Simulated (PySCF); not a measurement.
**Electronic structure of O²⁺ (oxygen, charge +2) at the TPSS level**

Configuration: [He] 2s2 2p2, high-spin 3P determinant. All numbers are calculated (PySCF 2.14, no relativity, point nucleus, in cc-pVTZ).

| Property | Result |
| --- | --- |
| Total energy | -73.2911 hartree |
| One-electron energy | -92.6306 hartree |
| Hartree (Coulomb) energy | 26.8591 hartree |
| Exchange-correlation energy | -7.5196 hartree |
| Kinetic energy | 73.02838 hartree |
| ⟨S²⟩ | 2.0020 |
| ⟨L²⟩ | 2.004 |
| Sum of ⟨r⟩ | 4.440 bohr |
| Sum of ⟨r²⟩ | 5.085 bohr² |
| Traceless quadrupole moment −½Σ⟨3z² − r²⟩ along its main axis | 0.466 e·bohr² |
| Density at the nucleus (Gaussians lack the cusp) | 303 bohr⁻³ |
| Spin density at the nucleus | -0.0832 bohr⁻³ |
| Langevin diamagnetic susceptibility | -4.03 ×10⁻⁶ cm³/mol |
| Time after the integrals | 0.17 s of wall time on 1 thread of AMD EPYC 9R14 (shared host) |

| shell | electrons | mean orbital energy (eV) | rms radius, mean of both spins (bohr) |
| --- | --- | --- | --- |
| 1s α | 1 | -561.24 | 0.231 |
| 1s β | 1 | -559.32 | 0.231 |
| 2s α | 1 | -60.536 | 1.13 |
| 2s β | 1 | -55.663 | 1.13 |
| 2p α | 2 | -45.447 | 1.10 |
